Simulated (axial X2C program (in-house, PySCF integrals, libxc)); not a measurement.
# Bond lengths and stretching modes, held linear, of NSbN⁺

Computed with an in-house all-electron X2C program for linear molecules (integrals from PySCF): two-component X2C with atomic mean-field Coulomb and Gaunt terms, Gaussian nuclei, basis N dyall-av3z, Sb dyall-v3z with contracted cores. Spin-free rows use the one-electron spin-free X2C Hamiltonian.

Masses N 14.003, Sb 120.904, N 14.003 u. States: 2c Ω = 1 (beyond evenly filled blocks: ω = -1/2, ω = 3/2); spin-free M_S = 1, Λ = 0 (beyond evenly filled blocks: π+α, π-α).

r2SCAN, 2c: energies above the lowest point

| r(N–Sb) (Å) | r(Sb–N) (Å) | E (meV) |
| --- | --- | --- |
| 1.8661 | 1.8661 | 72.09 |
| 1.8661 | 1.9140 | 29.78 |
| 1.8661 | 1.9618 | 28.32 |
| 1.9140 | 1.8661 | 29.78 |
| 1.9140 | 1.9140 | 0.00 |
| 1.9140 | 1.9618 | 10.33 |
| 1.9140 | 2.0097 | 50.04 |
| 1.9618 | 1.8661 | 28.32 |
| 1.9618 | 1.9140 | 10.33 |
| 1.9618 | 1.9618 | 31.70 |
| 2.0097 | 1.9140 | 50.04 |
| 2.0097 | 2.0097 | 141.55 |

Question: Fit a quadratic surface with cubic terms in each bond: where is the minimum, and what are the two stretching wavenumbers?

Answer: At r2SCAN, 2c: bonds 1.922 and 1.922 Å; harmonic stretches 529.3 and 644.0 cm⁻¹; force constants 2.65, 2.65 and coupling 0.77 mdyn/Å.

The other levels and Hamiltonians give:

| Hamiltonian | level | r(N–Sb) (Å) | r(Sb–N) (Å) | lower stretch (cm⁻¹) | upper stretch (cm⁻¹) |
| --- | --- | --- | --- | --- | --- |
| 2c | PBE0 | 1.912 | 1.912 | 527.7 | 643.4 |
| spin-free | PBE0 | 1.911 | 1.911 | 533.2 | 643.6 |
| spin-free | r2SCAN | 1.921 | 1.921 | 532.5 | 644.3 |

Each state is one determinant, the lowest of a limited PBE0 search; the stretches come from a fit to these few points and carry an uncertainty of a few per cent. Other orders of the atoms were not compared. Left out for rough or failed fits: HF 2c, MP2 2c, HF spin-free, MP2 spin-free. The molecule was held linear; bending was not examined, so a bent shape may lie lower. Open-shell Ω = 0 determinants with evenly filled partner blocks cannot be reached by this program, so the Ω shown need not be the lowest component. Note: several unpaired electrons, one determinant need not be a pure state.
